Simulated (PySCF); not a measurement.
A side-by-side comparison of computed properties.

First species: C5H6ClN.
Cartesian coordinates in Å at the GFN2-xTB level; atoms count from 1:
```xyz
13
C5H6ClN angstrom
C     -1.7155    0.4702   -0.5005
C     -0.6038    0.0386    0.4403
Cl    -1.3058   -0.9884    1.7558
C      0.4257   -0.7944   -0.2373
C      1.7352   -0.5433   -0.2049
C      2.2955    0.5648    0.4617
N      2.7703    1.4635    0.9927
H     -2.1772   -0.3952   -0.9701
H     -1.3036    1.1149   -1.2750
H     -2.4774    1.0205    0.0447
H     -0.1519    0.8980    0.9419
H      0.0551   -1.6629   -0.7640
H      2.4491   -1.1858   -0.7030
```

Second species: n-BuOMe, C5H12O.
Numbering: `[CH3:1][CH2:2][CH2:3][CH2:4][O:5][CH3:6]` (hydrogens: H7, H8, H9 on C1; H10, H11 on C2; H12, H13 on C3; H14, H15 on C4; H16, H17, H18 on C6)

Levels: PBE0/def2-SVPD for dipole moment, HOMO energy, LUMO energy, HOMO–LUMO gap, static isotropic polarisability and electronic spatial extent ⟨r²⟩ about the centre of nuclear charge; TDDFT PBE0/def2-SVPD for lowest singlet excitation; TDA PBE0/def2-SVPD for lowest triplet excitation (Tamm–Dancoff); GFN2-xTB for rotational constant A and rotational constant C. Geometries: GFN2-xTB. Each species is one conformer at its optimised geometry, gas phase, non-relativistic unless stated; the electronic structure was computed with PySCF and density fitting.

Dipoles, sizes and rotational constants follow the conformer. The torsions of the flexible species, by atom-mapped SMILES:
- `[CH3:1][C@@H:2]([Cl:3])/[CH:4]=[CH:5]\[C:6]#[N:7]`: C1–C2–C4–C5 127°
- `[CH3:1][CH2:2][CH2:3][CH2:4][O:5][CH3:6]`: C1–C2–C3–C4 179°, C2–C3–C4–O5 -59°, C3–C4–O5–C6 -72°

**Question.** Which has the higher dipole moment?

**Answer.** The first: 3.91 D against 1.21 D, a difference of 2.70 D.

**Question.** Which of the two has the higher T1 energy, and by how much?

**Answer.** The second: 6.76 eV against 3.60 eV, a difference of 3.16 eV.

**Question.** Which of the two has the higher rotational constant C, and by how much?

**Answer.** The second: 1.576 GHz against 1.127 GHz, a difference of 0.449 GHz.

**Question.** Which of the two has the higher HOMO–LUMO gap, and by how much?

**Answer.** The second: 8.03 eV against 6.36 eV, a difference of 1.67 eV.

**Question.** Which of the two has the higher static isotropic polarisability, and by how much?

**Answer.** The first: 79.9 au against 67.8 au, a difference of 12.1 au.

**Question.** Which of the two has the higher LUMO energy, and by how much?

**Answer.** The second: 0.71 eV against -1.96 eV, a difference of 2.67 eV.

**Question.** Which of the two has the higher HOMO energy, and by how much?

**Answer.** The second: -7.32 eV against -8.32 eV, a difference of 1.00 eV.

**Question.** Which has the higher S1 energy?

**Answer.** The second: 6.90 eV against 5.66 eV, a difference of 1.24 eV.

On the first: The dipole matches unit charges of opposite sign 0.81 Å apart (1 e·Å = 4.8032 D).

On the second: No computed singlet falls in the visible range (750 to 380 nm, 1.65 to 3.26 eV); S1 lies 3.64 eV above its blue end. The dipole equals about 4.0 × 10⁻³⁰ C·m (1 D = 3.33564 × 10⁻³⁰ C·m).
